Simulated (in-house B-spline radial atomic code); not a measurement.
The numbers below are computed, except where a source is named.
He ion on O atom: potential, deflection and energy transfer

The pair potential comes from two frozen, spherical free-atom densities (PBE, B-spline radial code, scalar-relativistic past argon): electrostatics plus the change in Thomas-Fermi kinetic and Dirac exchange energy where they overlap, the recipe behind the universal ZBL potential, which averages such potentials (from solid-state densities) over many pairs. It is written V = (Z1 Z2 e²/r) φ(r/a), with e² = 14.3996 eV·Å and a = 0.46850 Å/(Z1^0.23 + Z2^0.23); ZBL's fit is φ = 0.18175 e^(−3.1998x) + 0.50986 e^(−0.94229x) + 0.28022 e^(−0.4029x) + 0.02817 e^(−0.20162x). Where φ falls below 4e-4 it is continued as an exponential.

Masses 4.0 and 16.0 u.

```tsv
x = r/a	φ, this pair	φ, ZBL
0.1	0.9106	0.8928
0.25	0.7942	0.7647
0.5	0.6519	0.6096
1	0.4736	0.4164
1.5	0.3515	0.2995
2	0.2616	0.2218
3	0.1515	0.1292
4	0.09431	0.08026
5	0.06067	0.05224
6.5	0.03087	0.02914
8	0.01488	0.01705
10	0.005104	0.008778
12	0.001544	0.00474
```

**Question.** At x = 4 the electrostatic, kinetic and exchange parts are -9.0, 50.64 and -9.33 eV. Find r, V and φ.

**Answer.** a = 0.46850/(1.1728 + 1.6133) = 0.16816 Å, so r = 0.67262 Å. V = -9.0 + 50.64 + (-9.33) = 32.31 eV. The bare repulsion is 2 × 8 × 14.3996/0.67262 = 342.53 eV, so φ = 0.0943, +17.5 % against ZBL's 0.0803. The kinetic (Pauli) term is 157 % of V here, as the other two terms together attract.

**Question.** The ion comes in at 0.1713 keV with impact parameter 0.3363 Å. The scattering integral gives a centre-of-mass angle of 62.46° and a closest approach of 2.932 a. What are the reduced energy, the energy passed on and the laboratory angles?

**Answer.** ε = E a M2/(Z1 Z2 e² (M1 + M2)) = 171.3 × 5.8389e-04 = 0.1. The most that one collision can pass on is γE with γ = 4 M1 M2/(M1 + M2)² = 0.6400. Here T = γE sin²(θ/2) = 0.6400 × 171.3 × 0.2688 = 29.46 eV. The ion turns by arctan(sin θ/(cos θ + M1/M2)) = 51.2°, and the struck atom leaves at (180° − θ)/2 = 58.8°. The closest approach is 0.493 Å. With ZBL the angle would be 57.39° and T = 25.27 eV.
